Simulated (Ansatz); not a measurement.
H5NO2Sn (SMILES [NH2][SnH]([OH])[OH]), singlet, geometry from GFN2-xTB (such geometries of metal compounds can be far from the true shape) (all electrons, no relativity); SC-NEVPT2/STO-3G, CASSCF(6,4) in Ansatz (a quantum-chemistry and plane-wave program).

Here is a job for Ansatz.
Ansatz 0.2 input:
```yaml
crystal:
  periodic: [false, false, false]
  atoms:
    - {symbol: Sn, position_ang: [0.06104033, -0.00491832, 0.23952508]}
    - {symbol: N, position_ang: [-1.46849013, -1.25416691, -0.07694314]}
    - {symbol: O, position_ang: [-0.37565845, 1.78917509, -0.33048021]}
    - {symbol: O, position_ang: [1.46557141, -0.47320676, -1.01183579]}
    - {symbol: H, position_ang: [0.58049041, -0.04667224, 1.81988498]}
    - {symbol: H, position_ang: [-2.28836568, -1.02115180, 0.46953431]}
    - {symbol: H, position_ang: [-1.76033320, -1.22714896, -1.04894056]}
    - {symbol: H, position_ang: [0.30853705, 2.19675103, -0.86081011]}
    - {symbol: H, position_ang: [1.66778249, -1.40444060, -1.07879233]}
basis:
  gaussian:
    orbitals: STO-3G
magnetization: {spin_polarized: false}
correlation: {method: sc_nevpt2, electrons: all, active_space: {window: {electrons: 6, orbitals: 4}}}
```

What the program printed (banner, timings and long lists left out):

```
Functional definition: HF
649 factors; integrals over basis functions are off by at most 3.6e-5 eV
mean field evaluation 1: about -167826.8858 eV, gradient 2.9e1 eV
mean field evaluation 2: about -167826.9848 eV, gradient 2.9e1 eV
mean field evaluation 4: about -167830.1964 eV, gradient 1.2e0 eV
mean field evaluation 8: about -167830.2053 eV, gradient 1.1e-3 eV
mean field -167830.20534426 eV, -6167.6462870025 hartree, gradient 1.2e-6 eV, S^2 0.000000; 0 other end points of the search recorded, 0 dependent functions left out
reference -167830.20534426 eV, -6167.6462870025 hartree; 39, 39 occupied and 8, 8 virtual orbitals, 649 factors
state -167830.78218626 eV, -6167.6674855549 hartree
state -167830.78218626 eV, -6167.6674855549 hartree; corrected -167834.32437310 eV, -6167.7976585205 hartree
state -167830.61718471 eV, -6167.6614218601 hartree
state -167830.61718471 eV, -6167.6614218601 hartree; corrected -167834.21700147 eV, -6167.7937126858 hartree
state -167830.78218626 eV, -6167.6674855549 hartree; corrected -167834.32437310 eV, -6167.7976585205 hartree
state -167830.60987855 eV, -6167.6611533637 hartree
state -167830.60987855 eV, -6167.6611533637 hartree; corrected -167834.22288166 eV, -6167.7939287786 hartree
state -167830.78218626 eV, -6167.6674855549 hartree; corrected -167834.32437310 eV, -6167.7976585205 hartree
2 active orbitals were swapped for others, from the solution at -167830.61717274 eV, -6167.6614214202 hartree to that at -167830.78217403 eV, -6167.6674851058 hartree; typed "places" are swapped only where nearly empty or full, and so, without "given_window_search", are "orbital_numbers", "shells" and a window whose orbitals a file names under [Active]
Total energy: -167834.32437310 eV, -6167.7976585205 hartree
```
